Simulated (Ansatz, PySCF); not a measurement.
Reaction (SMILES): SC1CCCCC1 + 7 C (CH4) → 6 CC (C2H6) [ethane] + CS (CH4S) [methanethiol]
Each molecule is optimised on its own at B3LYP-D3(BJ)/def2-TZVP (Ansatz, a program for electronic structure), one conformer each, not searched for the lowest. Frequencies are from Ansatz or PySCF.
Geometry of the first species:
```
C
H 1 1.0950
C 1 1.5285 2 108.69
H 3 1.0909 1 109.80 2 58.26
H 3 1.0956 4 106.73 1 -117.54
C 1 1.5285 2 108.69 3 -121.46
H 6 1.0909 1 109.80 2 -58.26
H 6 1.0956 7 106.73 1 117.54
C 6 1.5316 7 110.84 8 119.05
H 9 1.0926 6 109.75 7 -59.66
H 9 1.0957 10 106.53 6 -118.03
C 9 1.5288 10 110.49 11 -118.54
H 12 1.0926 9 110.29 10 60.01
H 12 1.0958 13 106.63 9 118.42
C 12 1.5288 13 110.29 14 118.42
H 15 1.0926 12 110.49 13 -60.01
H 15 1.0957 16 106.53 3 118.03
S 1 1.8334 2 102.51 3 119.27
H 18 1.3444 1 96.45 2 -180.00
```
Charge 0, spin multiplicity 1.

Wanted: bond separation energy (0 K, with B3LYP-D3(BJ) harmonic zero-point energies), in eV. Correlated levels leave the core frozen unless marked. Spin-orbit coupling is left out. Non-relativistic. Basis-set limits of correlation are two-point, X^-3; Hartree-Fock from the larger set. The bracket is a focal-point correction in the basis named.

| level | program | bond separation energy (eV) |
|---|---|---|
| BLYP/def2-TZVPD | Ansatz | ___ |
| revPBE-D3(BJ)/def2-TZVPD | Ansatz + dftd3 | 0.97 |
| PBE0/STO-3G | Ansatz | 0.63 |
| HSE06-D3(BJ)/def2-TZVPD | Ansatz + dftd3 | ___ |
| wB97X-V/def2-TZVPD | Ansatz | 0.93 |
| wB97X/def2-TZVPD | Ansatz | 0.79 |
| SCS-MP2/cc-pV(T+d)Z | Ansatz | 1.00 |
| CCSD/6-31G | Ansatz | 1.01 |
| RI-MP2/CBS(cc-pV(T+d)Z,cc-pV(Q+d)Z)+[CCSD(T)-MP2]/cc-pV(T+d)Z | Ansatz | ___ |

Q: Fill in the missing entries.

A: 
- BLYP/def2-TZVPD, bond separation energy (eV): 0.66
- HSE06-D3(BJ)/def2-TZVPD, bond separation energy (eV): 0.89
- RI-MP2/CBS(cc-pV(T+d)Z,cc-pV(Q+d)Z)+[CCSD(T)-MP2]/cc-pV(T+d)Z, bond separation energy (eV): 1.03
